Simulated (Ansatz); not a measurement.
C3H8Mg, SMILES C[CH](C)[MgH].

Coordinates come from a r2SCAN-D4/def2-SVP optimisation. The structure was generated by enumeration; whether it is a known compound was not checked.

Two levels are set side by side: PBE/def2-SVPD (Ansatz, a program for electronic structure) and CAM-B3LYP/def2-SVPD (Ansatz). Energy differences of separate SCF runs at the same geometry; the states with an electron removed or added have multiplicity 2 and 2. Differences are taken from unrounded values.

| quantity | CAM-B3LYP |
|---|---|
| vertical ionisation energy (eV) | 8.19 |
| vertical singlet–triplet gap (eV) | 4.13 |

Task: What does PBE give, and how far is it from CAM-B3LYP? (An estimate is asked for; the answer gives what the named calculation found.)

Result: 
| quantity | PBE | PBE minus CAM-B3LYP |
|---|---|---|
| vertical ionisation energy (eV) | 7.88 | -0.32 |
| vertical singlet–triplet gap (eV) | 3.68 | -0.46 |
